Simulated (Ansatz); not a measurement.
Program: Ansatz. Geometries: PBE0-D4/def2-TZVP. ΔE: electronic, gas phase. CBS: MP2 limit from def2 TZ/QZ plus the TZ coupled-cluster correction, frozen cores. DFT in def2-TZVPP. def2 core potentials past Kr. For Br, Ge, In outer-core shells are correlated without core-valence functions, which leaves a few kJ/mol of doubt a bond. Scalar relativity is left out up to krypton. Each species was taken in one conformer, which may not be the lowest.

`[CH3][In]([NH2])[GeH3]` + HBr → `[CH3][In]([NH2])[Br]` + GeH₄  (cleavage of the In–Ge bond)

| level | ΔE (eV) |
| --- | --- |
| r2SCAN-D4 | -1.00 |
| MP2/def2-QZVPP | -1.00 |

**Question.** What does CCSD(T)/CBS give? (Estimate.)

**Answer.** The calculation gave: -0.98 eV. The listed levels differ from it by -0.02, -0.02 eV.

Largest T1 diagnostic among the species: 0.013.

From PBE to PBE0 (25 % exact exchange), in def2-TZVPP and without D4, ΔE moves by −0.07 eV. In def2-TZVPP, CCSD(T) changes the Hartree–Fock value by +0.31 eV (the triples alone add +0.02 eV) and MP2 by +0.28 eV. Leaving LDA and LC-ωPBE aside and taking each functional with its dispersion term where it has one, the values, not all of them listed here, spread over 0.20 eV, from B97M-V to PBE-D4. LDA lies +0.06 eV from PBE without D4.
